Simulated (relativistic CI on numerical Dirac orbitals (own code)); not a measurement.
Spin-allowed bands of a d8 ion in an octahedral site, by hand

Problem. A d8 ion in an octahedral site has a 3A2 ground term and spin-allowed bands at ν1 = 8700 and ν2 = 14214 cm⁻¹ (from a computed ligand-field model). Find Δ and the Racah parameter B, and predict the third band.

Working.
1. The F term splits into A2 (−1.2Δ), T2 (−0.2Δ) and T1 (+0.6Δ), so ν1 = E(T2) − E(A2) = Δ = 8700 cm⁻¹.
2. T1(F) mixes with T1(P), which lies at 15B, through an element 0.4Δ. The two roots, counted from A2, are ν2,3 = ½(15B + 3Δ) ∓ ½√[(15B − Δ)² + 12BΔ].
3. Solving the lower root for B gives B = (2ν1² + ν2² − 3ν1ν2)/(15ν2 − 27ν1) = -17567604/-21690 = 810 cm⁻¹.
4. The sum of the roots is 15B + 3Δ, so ν3 = 15B + 3ν1 − ν2 = 24035 cm⁻¹ (416 nm).

Check. The bands were computed by exact diagonalisation of the d8 shell with B = 810 and Δ = 8700 cm⁻¹, which gives ν3 = 24036 cm⁻¹. C does not enter the terms of highest spin.
